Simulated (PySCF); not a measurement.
**PBE0 on Xe³⁺ (xenon, charge +3)**

Configuration: [Kr] 4d10 5s2 5p3, high-spin 4S determinant. Computed with PySCF 2.14 in aug-cc-pVTZ-PP with ECP28MDF, with a scalar-relativistic core potential.

```
Total energy                : -327.0257 hartree
One-electron energy         : -541.1076 hartree
Hartree (Coulomb) energy    : 236.8254 hartree
Exchange-correlation energy : -22.7435 hartree
⟨S²⟩                        : 3.7506
⟨L²⟩                        : 0.000
Sum of ⟨r⟩                  : 24.40 bohr
Sum of ⟨r²⟩                 : 34.24 bohr²
```

| shell | electrons | mean orbital energy (hartree) | rms radius, mean of both spins (bohr) |
| --- | --- | --- | --- |
| 4s α | 1 | -8.76781 | 0.767 |
| 4s β | 1 | -8.74934 | 0.767 |
| 4p α | 3 | -6.66392 | 0.821 |
| 4p β | 3 | -6.64511 | 0.821 |
| 4d α | 5 | -3.53672 | 0.933 |
| 4d β | 5 | -3.51594 | 0.933 |
| 5s α | 1 | -1.98252 | 1.85 |
| 5s β | 1 | -1.82921 | 1.85 |
| 5p α | 3 | -1.45658 | 2.12 |

Energies and moments cover only the electrons outside the core potential.
